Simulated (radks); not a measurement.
Problem. The mean radii <r> (bohr) of the occupied orbitals of an atom or ion are listed with their occupations. Calculated with a radial shooting solver on a logarithmic mesh with Libxc functionals: Dirac Kohn-Sham, BLYP, spin-unpolarised, spherical densities, finite nucleus; Fermi nuclear charge, rms radius of each element as measured or else 0.836 A^(1/3) + 0.57 fm.

orbital  occ.      <r>
1s1/2       2  0.01835
2s1/2       2  0.07695
2p1/2       2  0.06365
2p3/2       4  0.07160
3s1/2       2   0.2006
3p1/2       2   0.1905
3p3/2       4   0.2053
3d3/2       4   0.1796
3d5/2       6   0.1842
4s1/2       2   0.4495
4p1/2       2   0.4546
4p3/2       4   0.4879
4d3/2       4   0.5048
4d5/2       6   0.5162
5s1/2       2    1.060
5p1/2       2    1.159
5p3/2       4    1.252
4f5/2       6   0.6003
4f7/2       8   0.6095
5d3/2       2    1.654

Name the element and its charge. Open shells, if any, fill j = l - 1/2 first.

Solution. Z = 74, tungsten, charge +4: W4+ in [Xe] 4f14 5d2. The 1s radius gives Z: for a bare nucleus <r> = (2 gamma + 1)/(2Z) with gamma = sqrt(1 - (Z/c)^2), 0.01813 bohr for Z = 74, and screening makes it slightly larger (0.01835 here). The occupations add up to 70, and the charge is Z minus that.
